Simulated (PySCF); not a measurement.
A PySCF script (with the pyscf-properties extension) for the NMR shieldings of `B1[C@H]2CCC[C@@H]1CCC2`, C₈H₁₅B, on a GFN2-xTB geometry:

```python
import basis_set_exchange as bse
import numpy as np
from pyscf import gto, dft
from pyscf.prop import nmr

atoms = """
B     0.256437   -0.180596   -1.637955
C     0.222370   -1.357126   -0.594505
C     1.362945   -1.134018    0.421364
C     1.387424    0.247848    1.077015
C     1.153019    1.408156    0.108039
C     0.012615    1.192133   -0.909617
C    -1.388707    1.153100   -0.263401
C    -1.656201   -0.056713    0.633629
C    -1.178945   -1.388650    0.052092
H     0.435936   -0.307931   -2.786898
H     0.384532   -2.351837   -1.026350
H     2.304226   -1.284176   -0.115295
H     1.308962   -1.896015    1.204308
H     2.366847    0.386289    1.545480
H     0.657694    0.286710    1.883170
H     0.960227    2.317122    0.685310
H     2.068550    1.574658   -0.467084
H     0.021915    2.065515   -1.572418
H    -1.548709    2.066107    0.317461
H    -2.118136    1.153393   -1.078628
H    -1.205732    0.102068    1.611259
H    -2.735362   -0.124690    0.802834
H    -1.200607   -2.146359    0.840653
H    -1.883033   -1.705222   -0.722905
"""
names = dict.fromkeys(["B", "C", "H"], "pcSseg-1")
basis = {el: gto.basis.parse(bse.get_basis(n, elements=[el], fmt="nwchem")) for el, n in names.items()}
mol = gto.M(atom=atoms, basis=basis, charge=0, verbose=0)
mf = dft.RKS(mol, xc="PBE0")
mf.grids.level = 2
mf.grids.alignment = dft.numint.BLKSIZE   # the property module wants whole blocks of grid points
mf.conv_tol = 1e-9
mf.kernel()

calc = nmr.RKS(mf)   # GIAO
C = mf.mo_coeff
Co = C[:, mf.mo_occ > 0]
resp = mf.gen_response(singlet=True, hermi=2)
def vind(x):   # induced exchange potential for any number of trial vectors
    d = np.einsum("pi,xij,qj->xpq", C, 2 * x.reshape(-1, C.shape[1], Co.shape[1]), Co, optimize=True)
    return np.einsum("xpq,pi,qj->xij", resp(d - d.transpose(0, 2, 1)), C, Co, optimize=True).ravel()
mo1, _ = nmr.rhf.solve_mo1(calc, with_cphf=vind)
sigma = calc.kernel(mo1)
for i, s in enumerate(sigma):   # ppm
    print("%2d %-2s %9.2f" % (i, mol.atom_pure_symbol(i), np.trace(s) / 3))
```

Question: Give the expected output.

Answer: 
```
 0 B       3.49
 1 C     152.10
 2 C     148.80
 3 C     159.49
 4 C     148.79
 5 C     152.10
 6 C     148.78
 7 C     159.49
 8 C     148.79
 9 H      22.58
10 H      29.86
11 H      29.77
12 H      29.58
13 H      30.21
14 H      29.42
15 H      29.58
16 H      29.77
17 H      29.86
18 H      29.58
19 H      29.77
20 H      29.42
21 H      30.21
22 H      29.58
23 H      29.77
```

These numbers come from an equivalent density-fitted implementation of the same equations, which agrees with the script to about 0.01 ppm for H and up to a few tenths of a ppm for heavy atoms, so last digits may differ.

Size and cost of the density-fitted run: 228 basis functions, 52 s wall time on 1 thread of an Arm Neoverse V2, shared host.
